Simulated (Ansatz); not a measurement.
System: sum formula GeOF$_{2}$ (charge +1, doublet). 
Geometry from a B3LYP-D3(BJ)/def2-TZVP (Ansatz, a program for electronic structure) optimisation:
```xyz
4

Ge    -0.0167    -0.0148    -0.0011
O     -1.3185    -1.1728    -0.0840
F     -0.2186     1.5302    -0.5861
F      1.4498    -0.4349     0.6645
```
Charge +1, spin multiplicity 2.

Basis-set convergence of Hartree-Fock and CCSD(T) correlation energies (hartree) with Ansatz. Correlated levels leave the core frozen unless marked. Open shells are spin-unrestricted. Spin-orbit coupling is left out. The frozen core is the preceding noble-gas configuration, with the filled d and f shells of earlier blocks. Non-relativistic.

```
basis    functions        E(HF)  E(corr, CCSD(T))
-------  ---------  -----------  ----------------
cc-pVDZ         69  -2348.73952          -0.62753
cc-pVTZ        133            ?                 ?
```

Q: What belongs in the gaps?

A: 
- cc-pVTZ, E(HF): -2348.92807
- cc-pVTZ, E(corr, CCSD(T)): -0.81666
